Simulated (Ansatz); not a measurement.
Geometry optimisation, Ansatz 0.2.0, RHF/def2-SVP.

Input file:

```yaml
crystal:
  periodic: [false, false, false]
  atoms:
    - { symbol: Ti, position_ang: [-0.143933, 0.074043, -0.013261] }
    - { symbol: O, position_ang: [-0.500973, -0.351142, 1.750012] }
    - { symbol: Si, position_ang: [-1.406361, -0.314702, 3.146134] }
    - { symbol: H, position_ang: [-2.694526, -0.996774, 2.908882] }
    - { symbol: H, position_ang: [-0.64987, -1.023545, 4.199178] }
    - { symbol: H, position_ang: [-1.642864, 1.085585, 3.549104] }
    - { symbol: F, position_ang: [1.481203, 0.593397, -0.223525] }
    - { symbol: F, position_ang: [-1.164535, 1.389303, -0.443069] }
    - { symbol: F, position_ang: [-0.53732, -1.22373, -1.069756] }
    - { symbol: Cl, position_ang: [1.86871, -2.588339, 1.255856] }
    - { symbol: H, position_ang: [1.108569, -1.842995, 2.039045] }
basis:
  gaussian: { orbitals: def2-SVP }
hamiltonian:
  xc: hf
relax:
  f_tol: 0.03
  max_steps: 50
output:
  orbitals: {}
```

Command:

```bash
$ ansatz run input.yaml --threads 4 --pin off --max-ram 5120MiB --backend cpu --events-out ev --progress --plain --runs-dir out
```

Q: Where does it end, and by what steps?

A: The run converged. The force dipped under the threshold on the way, but the program's further checks kept it going. After 48 steps the energy has fallen by 0.353 eV; F8 moved furthest, 1.26 Å.

```tsv
step	energy less start (eV)	largest force component (eV/Å)	accepted
0	0.0000	2.058	yes
2	-0.1686	0.665	yes
4	-0.1926	0.555	yes
6	-0.2416	0.188	yes
8	-0.2561	0.184	yes
10	-0.2605	0.538	yes
12	-0.2850	0.195	no
14	-0.2920	0.187	yes
16	-0.2970	0.447	yes
18	-0.3075	0.132	yes
20	-0.3179	0.325	yes
22	-0.3252	0.101	yes
24	-0.3306	0.047	yes
26	-0.3324	0.040	yes
28	-0.3333	0.023	yes
30	-0.3357	0.129	yes
32	-0.3385	0.140	yes
34	-0.3438	0.081	yes
36	-0.3376	0.322	no
38	-0.3465	0.015	yes
40	-0.3455	0.256	no
42	-0.3498	0.076	yes
44	-0.3510	0.060	yes
46	-0.3524	0.085	yes
48	-0.3532	0.028	yes
```

```xyz
11
Properties=species:S:1:pos:R:3
Ti -0.270 0.222 -0.042
O -0.937 -0.017 1.535
Si -1.527 -0.334 3.074
H -1.964 -1.740 3.130
H -0.457 -0.070 4.051
H -2.670 0.568 3.311
F 1.267 -0.609 -0.139
F -0.021 1.909 -0.336
F -1.334 -0.423 -1.244
Cl 1.680 -2.657 2.423
H 1.953 -2.048 1.335
```

Run time: 70 s on 4 threads of Intel(R) Xeon(R) 6975P-C (Granite Rapids), with other jobs on the host, peak memory 0.47 GiB.
